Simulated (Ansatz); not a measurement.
`C[SiH](N)O` + HCl → `C[SiH](O)Cl` + NH₃ at 600 K and 1 bar (ligand exchange at the Si–N bond).

Calculated with Ansatz (gas phase, PBE0-D4/def2-TZVP geometries, no zero-point term in ΔE). CCSD(T)/CBS adds triple-zeta CCSD(T) − MP2 to the extrapolated MP2 energy (def2 sets, frozen cores). This one scheme is used for every species. Each species was taken in one conformer, which may not be the lowest.

```json
{"species": "`C[SiH](N)O`", "CCSD(T)/CBS energy (Eh)": "-461.32134", "H − E (kJ/mol)": "287.8", "S (J/(mol·K))": "423.5"}
{"species": "HCl", "CCSD(T)/CBS energy (Eh)": "-460.38127", "H − E (kJ/mol)": "35.4", "S (J/(mol·K))": "207.2"}
{"species": "`C[SiH](O)Cl`", "CCSD(T)/CBS energy (Eh)": "-865.21254", "H − E (kJ/mol)": "216.4", "S (J/(mol·K))": "409.0"}
{"species": "NH₃", "CCSD(T)/CBS energy (Eh)": "-56.50880", "H − E (kJ/mol)": "112.4", "S (J/(mol·K))": "219.5"}
```

H − E and S are ideal-gas, rigid-rotor, harmonic terms from PBE0-D4/def2-TZVP, for one conformer and one mirror image of each species. 1 Eh = 2625.50 kJ/mol, R = 8.31446 J/(mol·K).

Question: By hand: ΔE, ΔH, ΔS and ΔG.

Answer: ΔE = (-865.21254) + (-56.50880) − (-461.32134) − (-460.38127) = -0.01873 Eh = -49.2 kJ/mol. Δ(H − E) = 216.4 + 112.4 − 287.8 − 35.4 = 5.6, so ΔH = -43.6 kJ/mol. ΔS = 409.0 + 219.5 − 423.5 − 207.2 = -2.2 J/(mol·K). ΔG = -43.6 − 600 × (-2.2)/1000 = -42.3 kJ/mol.

Question: By hand: the equilibrium constant, and the temperature at which ΔG would vanish if ΔH and ΔS stayed fixed.

Answer: log₁₀ K = −ΔG/(RT ln 10) = 3.7. ΔG = 0 at ΔH/ΔS = 19818 K, far beyond where these terms or the molecules hold.

The number of gas molecules stays the same, so ΔS is small and ΔH decides. A doubt of 5 kJ/mol in ΔE shifts log₁₀ K by 0.4 here. Other conformers and mirror images would add mixing entropy, several J/(mol·K) or more a flexible species. These are equilibria of isolated gas molecules and say nothing of rates. Largest T1 diagnostic: 0.010 (customary marks: 0.02 for closed shells, 0.045 for open ones).
